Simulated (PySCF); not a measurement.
## A survey of 29Si NMR shifts

[PySCF 2.14.0 with density-fitted response routines: GFN2-xTB geometry; GIAO PBE0/pcSseg-1 shieldings; no solvent model; non-relativistic; equivalent nuclei averaged; one computed conformer]

Shieldings were converted by a linear fit to measured shifts: 29Si (scatter 8.9 ppm rms, 25.8 ppm with the 6 outliers that the fit left out vs TMS, solution or neat liquid). Occasional misses reach two or three times the rms, and more in compound classes unlike the fitted ones.

Question: Give the 29Si shifts of `CO[Si](OC)(OC)S[SiH3]`, `CO[Si@@H](C)O[Si@@H](O)SC`, `C[C@H]1[SiH2][Si@H](O)[SiH2]1`, `CN[SiH2]n1cncc1[SiH2]F`, `C[C@@H](OS(C)(=O)=O)[SiH2][SiH3]`, `C[SiH2]CC#C[SiH3]`, `CN[Si@H](N)NCC(F)(F)F`.

Answer: 
| compound | environment | δ (ppm) |
| --- | --- | --- |
| [CH3:1][O:2][Si:3]([O:4][CH3:5])([O:6][CH3:7])[S:8][SiH3:9] | Si3: silicon bonded to 3 O, S | -50.4 |
| [CH3:1][O:2][Si:3]([O:4][CH3:5])([O:6][CH3:7])[S:8][SiH3:9] | Si9: silicon bonded to S, 3 H | -54.5 |
| [CH3:1][O:2][Si@@H:3]([CH3:4])[O:5][Si@@H:6]([OH:7])[S:8][CH3:9] | Si3: silicon bonded to C, 2 O, H | -24.4 |
| [CH3:1][O:2][Si@@H:3]([CH3:4])[O:5][Si@@H:6]([OH:7])[S:8][CH3:9] | Si6: silicon bonded to 2 O, S, H | -32.4 |
| [CH3:1][C@H:2]1[SiH2:3][Si@H:4]([OH:5])[SiH2:6]1 | Si4: silicon bonded to O, 2 Si, H, in a 4-membered ring | 11.1 |
| [CH3:1][C@H:2]1[SiH2:3][Si@H:4]([OH:5])[SiH2:6]1 | Si3/6: silicon bonded to C, Si, 2 H, in a 4-membered ring (×2) | -42.4 |
| [CH3:1][NH:2][SiH2:3][n:4]1[cH:5][n:6][cH:7][c:8]1[SiH2:9][F:10] | Si9: silicon bonded to C, F, 2 H | -19.7 |
| [CH3:1][NH:2][SiH2:3][n:4]1[cH:5][n:6][cH:7][c:8]1[SiH2:9][F:10] | Si3: silicon bonded to 2 N, 2 H | -33.7 |
| [CH3:1][C@@H:2]([O:3][S:4]([CH3:5])(=[O:6])=[O:7])[SiH2:8][SiH3:9] | Si8: silicon bonded to C, Si, 2 H | -61.0 |
| [CH3:1][C@@H:2]([O:3][S:4]([CH3:5])(=[O:6])=[O:7])[SiH2:8][SiH3:9] | Si9: silicon bonded to Si, 3 H | -98.0 |
| [CH3:1][SiH2:2][CH2:3][C:4]#[C:5][SiH3:6] | Si2: silicon bonded to 2 C, 2 H | -41.1 |
| [CH3:1][SiH2:2][CH2:3][C:4]#[C:5][SiH3:6] | Si6: silicon bonded to C, 3 H | -89.6 |
| CN[Si@H](N)NCC(F)(F)F | silicon bonded to 3 N, H | -31.9 |
